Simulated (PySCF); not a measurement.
## Al2F4H2S2: core ionisation energies

(F2Al-mu-SH)2.
Bonds: Al1–F2, Al1–F3, Al1–S4, Al1–S8, S4–Al5, Al5–F6, Al5–F7, Al5–S8. Hydrogens: H9 on S4; H10 on S8.

Method: delta-SCF UKS SCAN, pcX-2 on the ionised atom, pcseg-1 elsewhere, spin-free X2C (PySCF). Each binding energy is the total energy of the core-ionised species, with the hole localised on one atom, minus that of the ground state; both are solved self-consistently, so orbital relaxation is included.

Q: What binding energy does each computed site have?

A: 
```json
{"atom(s)": "F2/F3/F6/F7", "environment": "fluorine bonded to Al", "level": "F 1s", "binding energy (eV)": "692.12", "count": "4"}
{"atom(s)": "Al1/Al5", "environment": "aluminium bonded to 2 F and 2 S", "level": "Al 1s", "binding energy (eV)": "1568.91", "count": "2"}
{"atom(s)": "S4/S8", "environment": "sulfur bonded to 2 Al and H", "level": "S 1s", "binding energy (eV)": "2478.88", "count": "2"}
```

Q: Which photon wavelength matches the F 1s of F2 (atom 2)/F3/F6/F7 threshold?

A: λ = hc/E = 12398.42 eV Å / 692.12 eV = 17.914 Å.

The first atom of each set that the bonding makes equivalent was ionised and stands for the set. Not every level is listed. The structure is a single PBE0-D3(BJ)/def2-SVP conformer in the gas phase; no vibrational or solvent corrections.
